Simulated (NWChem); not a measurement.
# CH₄SSe; SMILES C[Se]S

```xyz
7

Se    -0.4620    -0.4571     0.0083
C      1.2702    -1.3451     0.0117
H      1.0614    -2.4238     0.0756
H      1.8544    -1.0323     0.8862
H      1.8181    -1.1326    -0.9153
S      0.1913     1.6473     0.0552
H      0.2926     1.8454    -1.2815
```
Atoms are numbered in this order, from 1.

Results from NWChem. Structure relaxed at the PBE0/def2-SVP level. Hybrids' shares of exact exchange are those that their runs print; pure functionals count as 0. The functionals differ in more than this share.

| row | share of exact exchange | highest occupied level (eV) |
|---|---|---|
| PBE/def2-SVP | 0.00 | -5.32 |
| BP86/def2-SVP | 0.00 | -5.43 |
| TPSSh/def2-SVP | 0.10 | -5.97 |
| B3LYP/def2-SVP | 0.20 | withheld |
| Hartree-Fock/def2-SVP | 1.00 | -9.25 |

Fit a straight line of the last column on the one before it, predict the withheld value, and compare with the run.


1. Means of the 4 shown rows: x = 0.275, y = -6.492. Slope Σ(x − x̄)(y − ȳ)/Σ(x − x̄)² = -2.705/0.7075 = -3.824; intercept -5.441.
2. The shown rows scatter about the line by 0.095 (root mean square); the largest residual is -0.15, at TPSSh/def2-SVP.
3. At x = 0.20 (B3LYP/def2-SVP; inside the shown range) the line gives -6.21.
4. The run gives -6.26, -0.05 from the line, 0.5 times the scatter.
